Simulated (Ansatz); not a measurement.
Geometry optimisation, Ansatz 0.2.0, RHF/def2-SVP.

Input file:

```yaml
crystal:
  periodic: [false, false, false]
  atoms:
    - { symbol: C, position_ang: [-1.7913, 0.4, 0.1376] }
    - { symbol: O, position_ang: [-0.7188, 0.1197, 0.9124] }
    - { symbol: C, position_ang: [0.1133, -0.7545, 0.1982] }
    - { symbol: "N", position_ang: [0.0, -2.1122, 0.6703] }
    - { symbol: Se, position_ang: [1.9915, -0.2564, 0.5919] }
    - { symbol: C, position_ang: [1.84, 1.4475, -0.3664] }
    - { symbol: H, position_ang: [-2.366, -0.4656, -0.1845] }
    - { symbol: H, position_ang: [-1.5013, 1.0603, -0.7695] }
    - { symbol: H, position_ang: [-2.5266, 1.0828, 0.7744] }
    - { symbol: H, position_ang: [0.0309, -0.7124, -0.8759] }
    - { symbol: H, position_ang: [0.5577, -2.7517, 0.1602] }
    - { symbol: H, position_ang: [-1.0265, -2.3964, 0.4272] }
    - { symbol: H, position_ang: [2.7652, 1.9878, -0.3442] }
    - { symbol: H, position_ang: [1.0365, 2.0832, 0.1176] }
    - { symbol: H, position_ang: [3.46427, -0.60529, 0.81577] }
basis:
  gaussian: { orbitals: def2-SVP }
hamiltonian:
  xc: hf
relax:
  f_tol: 0.02
  max_steps: 50
```

Command:

```bash
$ ansatz run input.yaml --threads 2 --pin off --max-ram 3072MiB --backend cpu --events-out ev --progress --plain --runs-dir out
```

Problem. Where does it end, and by what steps?

Solution. It converged. After 30 steps the energy has fallen by 4.040 eV; H12 moved furthest, 1.68 Å.

```tsv
step	energy less start (eV)	largest force component (eV/Å)	accepted
0	0.0000	4.836	yes
2	-2.7620	1.789	yes
4	-3.3671	0.426	yes
6	-3.5637	0.541	yes
8	-3.6194	1.121	yes
10	-3.8047	0.839	yes
12	-3.8921	0.595	yes
14	-3.9197	0.181	yes
16	-3.9480	0.513	yes
18	-3.8977	1.249	no
20	-4.0242	0.197	yes
22	-4.0270	0.499	yes
24	-4.0365	0.153	no
26	-4.0389	0.039	yes
28	-4.0397	0.025	yes
30	-4.0399	0.018	yes
```

```xyz
15
Properties=species:S:1:pos:R:3
C -1.746 0.489 -0.108
O -1.028 -0.424 0.683
C 0.151 -0.933 0.204
N 0.373 -2.276 0.598
Se 1.653 0.142 0.937
C 1.568 1.729 0.049
H -1.971 0.055 -1.087
H -1.196 1.417 -0.238
H -2.681 0.682 0.410
H 0.216 -0.849 -0.882
H -0.242 -2.899 0.103
H 0.193 -2.389 1.581
H 1.845 1.682 -0.999
H 2.072 2.497 0.628
H 2.663 -0.796 0.386
```

Whether the end is a true minimum wasn't checked by a vibrational analysis.

The run took 2.1 min on 2 threads of Arm Neoverse V1 (shared host), peak memory 0.45 GiB.
